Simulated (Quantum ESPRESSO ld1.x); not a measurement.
Values are calculated unless marked as measured or tabulated.
Task: All-electron atom: Re47+ in [Ar] 3d10 (the NIST ground configuration). Level of theory: Dirac Kohn-Sham, PBEsol, spin-unpolarised, spherical densities, point nucleus (ld1.x of Quantum ESPRESSO 7.5). Some entries of the table are withheld. Estimate them.

orbital,occ.,eigenvalue (eV),r(max) (bohr)
1s1/2,2,-74001.5,0.01124
2s1/2,2,-14801.6,0.06464
2p1/2,2,-14279.6,(1)
2p3/2,4,-12832.5,(2)
3s1/2,2,-5147.58,0.1803
3p1/2,2,-4920.17,0.1685
3p3/2,4,-4590.57,0.1821
3d3/2,4,-4219.34,0.1418
3d5/2,6,-4146.45,0.1455
4s1/2,0,-2551.28,0.3785
4p1/2,0,(3),(4)
4p3/2,0,(5),(6)

Result: 
(1) 2p1/2 r(max) (bohr): 0.04795
(2) 2p3/2 r(max) (bohr): 0.05487
(3) 4p1/2 eigenvalue (eV): -2454.27
(4) 4p1/2 r(max) (bohr): 0.3729
(5) 4p3/2 eigenvalue (eV): -2340.41
(6) 4p3/2 r(max) (bohr): 0.3937
